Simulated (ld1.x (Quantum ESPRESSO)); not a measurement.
## Configuration tests for S (Z = 16) (TM)

* Element: S
* Generator: ld1.x (Quantum ESPRESSO) 7.5
* Type: norm-conserving Troullier–Martins (Kleinman–Bylander form)
* Functional: BLYP
* Relativity: non-relativistic
* Frozen core: [He]
* Valence charge: 14
* Reference configuration: 2s2 2p6 3s1.5 3p4.5
* Partial waves: 2s (bound): rc 0.45 bohr; 2p (bound): rc 0.55 bohr; 3d channel at 0.35 Ry: rc 0.45 bohr
* Local potential: all-electron potential smoothed inside 0.40 bohr (lloc = -1)
* Core correction: none

Occupied shells without a wave of their own: 3p, 3s. They enter only through the test configuration that unscreens the potential.

Energies are relative to the spin-unpolarised reference configuration 2s2 2p6 3s1.5 3p4.5; without spin polarisation the order of configurations can differ from experiment.

Task: Give the all-electron excitation energy and the error of the potential for: 2s2 2p6 3s2 3p4; 2s2 2p6 3s2 3p3; 2s2 2p6 3s2 3p2; 2s2 2p6 3s1 3p5; 2s2 2p6 3s1 3p4; 2s2 2p6 3s2 3p3.5; 2s2 2p5 3s2 3p4.

Result:

| valence configuration | charge | ΔE all-electron (eV) | error AE − PS (meV) |
| --- | --- | --- | --- |
| 2s2 2p6 3s2 3p4 | 0 | -5.077 | +76 |
| 2s2 2p6 3s2 3p3 | +1 | 6.556 | +150 |
| 2s2 2p6 3s2 3p2 | +2 | 28.705 | +262 |
| 2s2 2p6 3s1 3p5 | 0 | 5.109 | -78 |
| 2s2 2p6 3s1 3p4 | +1 | 17.291 | -20 |
| 2s2 2p6 3s2 3p3.5 | +0.5 | -0.484 | +109 |
| 2s2 2p5 3s2 3p4 | +1 | 168.697 | +214 |

ld1.x printed “convergence not achieved” for 7 of the counted tests; their residual had stalled under 1e-8, short of the target of 1e-14. The 3p, 3s levels have no wave, so the channel is fitted at the deeper level alone: the likely source of the large errors.
